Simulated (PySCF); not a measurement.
# Different ions with I ligands: square pyramidal complexes compared

All values are computed with PySCF: state-averaged CASSCF of the d shell with SC-NEVPT2, spin-free X2C, triple-zeta basis on the metal and double-zeta on the ligands, mean-field spin-orbit coupling; model geometries with bond lengths from ionic radii.

```
 complex  point group  M–L / Å  L–M–L / ° (cis)  solvent
[CuI5]3-          C4v     2.73           88–100    water
[MoI5]2-          C4v     2.69           88–100    water
[CrI5]3-          C4v     2.80           88–100    water
 [VI5]3-          C4v     2.79           88–100    water
[MnI5]3-          C4v     2.83           88–100    water
```

For [CuI5]3-, [MoI5]2- the d shell alone is too small an active space: their values show what this model gives and aren't sound predictions.

**Question.** Rank by the nephelauxetic ratio at CASSCF level, lowest first.
A. [VI5]3-
B. [MoI5]2-
C. [MnI5]3-
D. [CrI5]3-

**Answer.** B (0.679), A (0.900), D (0.921), C (0.938).

**Question.** Rank by the spin-orbit constant ζ, lowest first.
A. [MoI5]2-
B. [VI5]3-
C. [CrI5]3-
D. [CuI5]3-
E. [MnI5]3-

**Answer.** B (110 cm⁻¹), C (182 cm⁻¹), E (267 cm⁻¹), A (389 cm⁻¹), D (772 cm⁻¹).

**Question.** What are the ground states and moments?

**Answer.** 
```
 complex  shell  ground state (NEVPT2)  total orbital splitting (CASSCF fit) / cm⁻¹  μeff(300 K) / μB
[CuI5]3-     d9                    2B1                                         3858              2.11
[MoI5]2-     d3                    4B1                                        20117              3.81
[CrI5]3-     d4                    5B1                                         6246              4.89
 [VI5]3-     d3                    4B1                                         7290              3.90
[MnI5]3-     d5                    6A1                                         5138              5.92
```

The square pyramidal shape is imposed. Real complexes may take another, with another ground state.
